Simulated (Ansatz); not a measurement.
The first iterations of a band of C2H9BN2 (14 atoms, charge 0, multiplicity 1).

These are results of Ansatz 0.2.0, RKS r2SCAN/6-31G, not measurements.

| Property | Result |
| --- | --- |
| movable images | 7 |
| climbing image | yes |
| spring | 5.0 eV/Å² |
| optimiser | quadratic models (default) |
| start path | through a guess of the saddle point |
| force threshold | 0.03 eV/Å |
| iteration limit | 38 |
| end points | relaxed |

Initial state:

```xyz
14
Properties=species:S:1:pos:R:3
C -1.634 0.754 0.962
N -0.385 0.873 0.213
B 0.412 -0.230 -0.216
C 1.728 0.024 -1.064
N -0.001 -1.560 0.092
H -2.067 1.743 1.147
H -1.476 0.272 1.939
H -2.381 0.162 0.411
H -0.089 1.814 -0.001
H 2.192 0.992 -0.829
H 1.507 0.027 -2.142
H 2.485 -0.754 -0.894
H -0.844 -1.785 0.599
H 0.541 -2.361 -0.191
```

Final state:

```xyz
14
Properties=species:S:1:pos:R:3
C -1.512 1.416 0.839
N -0.421 0.740 0.730
B -0.065 -0.491 -0.320
C 1.155 0.047 -1.234
N 0.330 -1.602 0.600
H -1.683 2.135 1.638
H -2.288 1.240 0.100
H -1.125 -0.637 -0.921
H 0.303 0.858 1.446
H 2.070 0.237 -0.647
H 0.909 0.970 -1.778
H 1.404 -0.719 -1.984
H -0.354 -2.240 0.983
H 1.267 -1.981 0.577
```

| iteration | highest image above the first end (eV) | largest band force component (eV/Å) |
| --- | --- | --- |
| 1 | 9.149 | 25.462 |
| 2 | 5.026 | 3.872 |
| 3 | 4.552 | 2.068 |
| 4 | 4.457 | 2.268 |
| 5 | 4.394 | 1.260 |
| 6 | 4.304 | 0.724 |
| 7 | 4.173 | 0.668 |
| 8 | 4.041 | 0.760 |
| 9 | 3.895 | 1.003 |
| 10 | 3.774 | 1.094 |
| 11 | 3.639 | 0.957 |
| 12 | 3.399 | 1.011 |

Q: Does the band converge within its limit, and where does its top end?

A: The run ended unconverged. It ended after 38 iterations with the highest image 3.508 eV above the first end. The band didn't meet its force threshold, so its energies are provisional: the largest band force was still 0.18 eV/Å, and over the last iterations the top stayed at 3.51 eV. Neighbouring images lie up to 2.0 Å apart, so the band is torn or far too coarse. The orbitals stay closed-shell, which can raise the energy where a bond breaks towards radicals; this wasn't checked here. Limits of this set-up: no polarisation functions.

The run took 40 min on 1 thread of Arm Neoverse N1 (shared host), peak memory 0.15 GiB.
